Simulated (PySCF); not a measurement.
## Field gradients at the hydrogen positions

C7H10Si.
SMILES with atom numbers: `[CH3:1][SiH2:2][c:3]1[cH:4][cH:5][cH:6][cH:7][cH:8]1` (hydrogens: H9, H10, H11 on C1; H12, H13 on Si2; H14 on C4; H15 on C5; H16 on C6; H17 on C7; H18 on C8)

Cartesian coordinates in Å at the PBE0-D3(BJ)/def2-SVP level; atoms count from 1:
```xyz
18
C7H10Si angstrom
C      2.6266    0.6438    0.3975
Si     1.5329   -0.7547   -0.2166
C     -0.2911   -0.3078   -0.0813
C     -0.7165    1.0287   -0.0525
C     -2.0704    1.3529    0.0284
C     -3.0271    0.3409    0.0822
C     -2.6242   -0.9941    0.0574
C     -1.2700   -1.3122   -0.0224
H      2.3454    0.9431    1.4186
H      3.6814    0.3298    0.4090
H      2.5473    1.5265   -0.2556
H      1.7750   -1.9991    0.5803
H      1.8770   -1.0695   -1.6409
H      0.0188    1.8377   -0.0909
H     -2.3796    2.4008    0.0510
H     -4.0885    0.5923    0.1470
H     -3.3699   -1.7917    0.1041
H     -0.9710   -2.3649   -0.0334
```

Level: PBE0/pcSseg-1 (PySCF, non-relativistic); Q(2H) = 0.00286 b; rigid geometry, the same for H and D, with no vibrational averaging.

Q: What are Vzz, η and χzz (234.96 MHz × Q × Vzz) at all hydrogens?

A: 
```tsv
atom	bonded to	bond length (Å)	Vzz (au)	η	χzz (kHz)
H9	C1	1.101	0.2980	0.02	200
H10	C1	1.101	0.2991	0.01	201
H11	C1	1.101	0.2984	0.01	201
H12	Si2	1.497	0.1384	0.03	93
H13	Si2	1.499	0.1383	0.01	93
H14	C4	1.094	0.3010	0.07	202
H15	C5	1.093	0.3038	0.07	204
H16	C6	1.093	0.3039	0.06	204
H17	C7	1.093	0.3037	0.06	204
H18	C8	1.094	0.2993	0.07	201
```

Q: Average by the element that carries the hydrogen.

A: on C: 202 kHz over 8 positions, mean bond length 1.096 Å; on Si: 93 kHz over 2 positions, mean bond length 1.498 Å.

Q: Give the 2H NMR doublet splittings at H14 for a magnetic field along the z, y and x axes of the gradient: 3χ/2, 3χ(1 + η)/4, 3χ(1 − η)/4.

A: With |χ| = 202.2 kHz and η = 0.073: 303, 163 and 141 kHz, to first order and without motion.

One conformer (not necessarily the lowest) at the PBE0-D3(BJ)/def2-SVP geometry, without solvent, vibrations or thermal averaging. With so small a basis the couplings can be 20 % off.

These values come from a run that also computed NMR shieldings. The run took 25 s on one thread of an Arm Neoverse V1, no GPU, shared host.
